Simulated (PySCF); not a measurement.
Cd(Me)(SiH3) (CH6CdSi), SMILES [CH3][Cd][SiH3]. Atoms are numbered in the order given.

```xyz
9

Cd     0.0000     0.0000    -0.3273
C      0.0000     0.0000    -2.4650
H     -0.1428     1.0285    -2.8535
H     -0.8193    -0.6379    -2.8535
H      0.9620    -0.3906    -2.8535
Si     0.0000     0.0000     2.1967
H     -0.9359    -1.0386     2.7686
H     -0.4315     1.3298     2.7686
H      1.3674    -0.2912     2.7686
```

Coordinates come from a PBE-D3(BJ)/def2-SVP optimisation. The structure was generated by enumeration; whether it is a known compound was not checked. The def2 effective core potentials stand for the cores of Cd; spin–orbit coupling is left out.

Method: PBE-D3(BJ)/def2-SVP run with PySCF 2.14.0.

Frequencies are harmonic and unscaled.

A small imaginary wavenumber (i) marks a very flat motion, where grid noise or a shallow saddle decides the sign.

Modes within 1.5 cm⁻¹ of each other (mostly degenerate sets) share a row, with their intensities summed.

```csv
mode,ν (cm⁻¹),IR (km/mol),moving atoms (share of kinetic energy)
1,20i,0.0,H 100 %
2–3,97,4.2,"C 37 %, H 26 %, Cd 24 %, Si 14 %"
4,278,3.7,"Si 72 %, Cd 15 %, H 9 %"
5–6,407,9.7,"H 89 %, Si 10 %"
7,482,42.6,"C 68 %, H 18 %, Cd 14 %"
8–9,647,45.8,"H 83 %, C 15 %"
10,820,267.2,"H 91 %, Si 9 %"
11–12,908,65.6,H 98 %
13,1121,2.8,"H 82 %, C 18 %"
14–15,1380,2.2,H 95 %
16,2123,84.5,H 99 %
17–18,2137,184.9,H 96 %
19,2974,13.6,H 97 %
20–21,3082,11.5,"H 91 %, C 9 %"
```
